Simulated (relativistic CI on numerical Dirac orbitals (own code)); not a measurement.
## d4 in a ligand field

Computed with a parametric ligand-field model of a d^n configuration (Racah B and C, spin-orbit zeta, crystal field), exact diagonalisation.

Field parameters in Wybourne normalisation: Td as Oh with Dq negative (B⁴₀ = 21Dq, B⁴₄ = √(5/14) B⁴₀). The field is a parameter set, without covalency.

(1) Ground term and bands for B = 760, C = 3830, ζ = 0 cm⁻¹, Td, 10Dq = -8280 cm⁻¹?

(2) Ground term and bands for B = 760, C = 3830, ζ = 0 cm⁻¹, Td, 10Dq = -10340 cm⁻¹?

(3) Ground term and bands for B = 760, C = 3830, ζ = 0 cm⁻¹, Td, 10Dq = -11700 cm⁻¹?

(4) Ground term and bands for B = 760, C = 3830, ζ = 0 cm⁻¹, Td, 10Dq = -7600 cm⁻¹?

(5) Ground term and bands for B = 760, C = 3830, ζ = 0 cm⁻¹, Td, 10Dq = -2810 cm⁻¹?

Answers

(1) Ground term 5T2 with 2.00 electrons in the two orbitals of the cubic e set. Spin-allowed: 5E 8280 cm⁻¹ (1208 nm). Lowest spin-forbidden: 3T1 12537 cm⁻¹ (798 nm), 1A1 14390 cm⁻¹ (695 nm), 3T2 15536 cm⁻¹ (644 nm).

(2) Ground term 5T2 with 2.00 electrons in the two orbitals of the cubic e set. Spin-allowed: 5E 10340 cm⁻¹ (967 nm). Lowest spin-forbidden: 1A1 10552 cm⁻¹ (948 nm), 3T1 10668 cm⁻¹ (937 nm), 3T2 14109 cm⁻¹ (709 nm).

(3) Ground term 5T2 with 2.00 electrons in the two orbitals of the cubic e set. Spin-allowed: 5E 11700 cm⁻¹ (855 nm). Lowest spin-forbidden: 1A1 7990 cm⁻¹ (1252 nm), 3T1 9414 cm⁻¹ (1062 nm), 3T2 13092 cm⁻¹ (764 nm).

(4) Ground term 5T2 with 2.00 electrons in the two orbitals of the cubic e set. Spin-allowed: 5E 7600 cm⁻¹ (1316 nm). Lowest spin-forbidden: 3T1 13144 cm⁻¹ (761 nm), 1A1 15643 cm⁻¹ (639 nm), 3T2 15969 cm⁻¹ (626 nm).

(5) Ground term 5T2 with 2.00 electrons in the two orbitals of the cubic e set. Spin-allowed: 5E 2810 cm⁻¹. Lowest spin-forbidden: 3T1 17093 cm⁻¹ (585 nm), 3T2 18154 cm⁻¹ (551 nm), 3T1 19267 cm⁻¹ (519 nm).
